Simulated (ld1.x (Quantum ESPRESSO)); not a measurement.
## Plane-wave convergence, TM potential for carbon

```
Element                 : carbon (C)
Generator               : ld1.x (Quantum ESPRESSO) 7.5
Type                    : norm-conserving Troullier–Martins (Kleinman–Bylander form)
Functional              : BLYP
Relativity              : scalar-relativistic
Frozen core             : [He]
Valence charge          : 4
Reference configuration : 2s2 2p2
Partial waves           : 2p (bound): rc 1.85 bohr; 3d channel at 0.4 Ry: rc 1.95 bohr; 2s (bound): rc 0.95 bohr
Local potential         : the s channel
Core correction         : none
```

The pseudo-atom Hamiltonian at the reference potential is diagonalised in spherical Bessel functions j_l(qr) that vanish at 20 bohr, with q² up to the cutoff. All-electron valence levels (Ry): 2p -0.3850, 2s -1.0004.

Question: How do the lowest levels (Ry) of each channel move with the cutoff, and are there ghosts?

Answer:

```tsv
cutoff (Ry)	p #1	d #1	s #1	f #1	f #2	Σ f·Δε (mRy)
8	-0.1700	0.0671	-0.8951	0.1140	0.2466	640.5
12	-0.2463	0.0671	-0.9177	0.1140	0.2466	442.8
18	-0.3279	0.0671	-0.9574	0.1140	0.2466	200.2
21	-0.3504	0.0671	-0.9706	0.1140	0.2466	128.9
30	-0.3812	0.0671	-0.9910	0.1140	0.2466	26.3
40	-0.3847	0.0671	-0.9979	0.1140	0.2466	5.6
50	-0.3848	0.0671	-0.9983	0.1140	0.2466	4.6
60	-0.3849	0.0671	-0.9984	0.1140	0.2466	4.1
70	-0.3850	0.0671	-0.9989	0.1140	0.2466	3.0
90	-0.3850	0.0671	-0.9999	0.1140	0.2466	1.0
110	-0.3850	0.0671	-1.0003	0.1140	0.2466	0.2
400	-0.3850	0.0671	-1.0004	0.1140	0.2466	0.0
```

Result: no extra level below or beside the all-electron valence levels (p, d, s, f tested); 10 mRy is reached at 40 Ry and 1 mRy at 90 Ry.

Its largest configuration-test error is +577 meV.
